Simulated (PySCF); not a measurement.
# SnCl2: from structure and modes to constants

Computed with BP86 in PySCF with Sn def2-TZVP with ECP28, Cl def2-TZVP; scalar-relativistic core potentials, no spin–orbit coupling; density-fitted integrals.

The singlet minimum has C2v symmetry. Masses (u): Sn 119.90220, Cl 34.96885.

```xyz
3
charge 0 multiplicity 1, angstrom
Sn    0.0000    0.0000   -0.5642
Cl    1.8301    0.0000    0.9780
Cl   -1.8301    0.0000    0.9780
```

Harmonic wavenumbers (cm⁻¹): 110.7 (a1, ×1), 324.3 (b2, ×1), 339.6 (a1, ×1).

**Question.** Find the principal moments of inertia and the rotational constants. What kind of rotor is it?

**Answer.** About the centre of mass I = 105.06, 234.25, 339.31 u Å². With B = 16.8576/I this gives 0.1605, 0.07197, 0.04968 cm⁻¹. The molecule is an asymmetric top with κ = -0.60.

**Question.** What is the harmonic zero-point energy?

**Answer.** Half the sum of all 3 wavenumbers, 775/2 = 387 cm⁻¹, which is 4.6 kJ/mol (1 cm⁻¹ = 0.0119627 kJ/mol).

**Question.** Give the standard entropy (298.15 K, 1 bar) by its translational, rotational, vibrational and spin parts, and Cp.

**Answer.** Sackur–Tetrode with M = 189.84 u gives 174.3; rotation with symmetry number 2 gives 109.0; vibration 24.1; spin R ln 1 = 0.0. The total is 307.4 J/(mol K), and Cp = 4 R + 21.6 = 54.9 J/(mol K).
